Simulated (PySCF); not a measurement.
## [Bi(H2O)2]3+ at several levels of theory

Computed with PySCF 2.14.0 (density fitting, no spin-orbit coupling) at the geometry relaxed with PBE0:

```xyz
7
[Bi(H2O)2]3+ (singlet)
Bi    1.2505   -0.3484    0.0167
O    -0.1396    0.1961    1.6517
H     0.1288    0.2284    2.6147
H    -1.1062    0.4387    1.6309
O    -0.1659   -0.0154   -1.6519
H     0.0597   -0.1923   -2.6094
H    -1.1024    0.3248   -1.6527
```

```csv
level,basis,state,HOMO (eV),gap (eV),charge on Bi1 (e),dipole about the centre of mass (D),largest force component (eV/Å)
PBE0,"Bi def2-SVP with ECP60, O def2-SVP, H def2-SVP",singlet,-27.49,5.98,2.16,6.61,0.02
PBE0,"Bi def2-TZVP with ECP60, O def2-TZVP, H def2-TZVP",singlet,-27.50,6.03,2.14,6.68,0.70
```

Charges are Mulliken's, which hang on the basis. The relaxation used the grid (50, 194), these runs (75, 302) or, all-electron (x2c bases, spin-free X2C Hamiltonian), (99, 590).

A further run in the first row's basis gives HOMO (eV) -26.06, gap (eV) 4.10, charge on Bi1 (e) 2.20, dipole about the centre of mass (D) 6.51, largest force component (eV/Å) 0.38. Which level was it?
A. TPSSh
B. M06-L

B. The others give HOMO -26.51 eV (TPSSh).

In the first row's basis the gap widens with exact exchange: 4.1 eV for M06-L (none); 4.7 to 6.0 eV for TPSSh, PBE0 (a fixed share).
